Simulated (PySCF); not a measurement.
First SCF of a structure search on doublet MoO₂F, at a hand-made trigonal planar geometry. PySCF input:

```python
from pyscf import gto, scf, dft
mol = gto.M(atom='''
Mo     0.000000     0.000000     0.000000
O     -0.890000     1.541500     0.000000
O     -0.890000    -1.541500     0.000000
F      2.020000     0.000000     0.000000''',
    basis={'Mo': 'def2-TZVP', 'O': 'def2-TZVP', 'F': 'def2-TZVP'},
    ecp={'Mo': 'def2-TZVP'},
    charge=0, spin=1)
mf = dft.UKS(mol, xc='PBE0')
mf.grids.atom_grid = (50, 194)
aux = {'Mo': 'def2-universal-JKFIT', 'O': 'def2-universal-JKFIT', 'F': 'def2-universal-JKFIT'}
mf = mf.density_fit(auxbasis=aux)
mf.conv_tol = 1e-08
mf.diis_space = 10
mf.max_cycle = 60
mf.init_guess = 'minao'
mf.verbose = 4
mf.kernel()
```

Excerpt of the output (cycles alone):

```
init E= -311.633037063425
cycle= 1 E= -317.874373723  delta_E= -6.24  |g|= 1.15  |ddm|= 2.69
cycle= 2 E= -309.05487754741  delta_E= 8.82  |g|= 4.39  |ddm|= 2.92
cycle= 3 E= -318.258356501482  delta_E= -9.2  |g|= 0.581  |ddm|= 2.73
cycle= 4 E= -318.305274519975  delta_E= -0.0469  |g|= 0.469  |ddm|= 0.48
cycle= 5 E= -318.376338345458  delta_E= -0.0711  |g|= 0.0783  |ddm|= 0.202
cycle= 6 E= -318.378202175776  delta_E= -0.00186  |g|= 0.0418  |ddm|= 0.0469
cycle= 7 E= -318.378851368362  delta_E= -0.000649  |g|= 0.00899  |ddm|= 0.0179
cycle= 8 E= -318.378885358373  delta_E= -3.4e-05  |g|= 0.00129  |ddm|= 0.00478
cycle= 9 E= -318.378887117561  delta_E= -1.76e-06  |g|= 0.000555  |ddm|= 0.00161
cycle= 10 E= -318.378888110759  delta_E= -9.93e-07  |g|= 0.000268  |ddm|= 0.00162
cycle= 11 E= -318.378888523155  delta_E= -4.12e-07  |g|= 0.00011  |ddm|= 0.00154
cycle= 12 E= -318.378888563545  delta_E= -4.04e-08  |g|= 5.28e-05  |ddm|= 0.000375
cycle= 13 E= -318.378888579851  delta_E= -1.63e-08  |g|= 2.78e-05  |ddm|= 0.000273
cycle= 14 E= -318.378888582085  delta_E= -2.23e-09  |g|= 4.61e-06  |ddm|= 0.000103
Extra cycle  E= -318.378888582146  delta_E= -6.05e-11  |g|= 3.27e-06  |ddm|= 9.65e-06
converged SCF energy = -318.378888582146  <S^2> = 0.75509703  2S+1 = 2.0050906
```

This is not the lowest solution: another start and a stability analysis within the same unrestricted form found one 81.5 kJ/mol lower, at -318.40991 Eh.

Open d and f shells are described by one determinant, and the ground state may have another occupation or spin.

The search for the lowest solution, 3 starts and the stability check together, took 19 s on 4 threads of a shared Arm Neoverse V2 host, with 133 basis functions; the process peaked at 0.67 GiB.
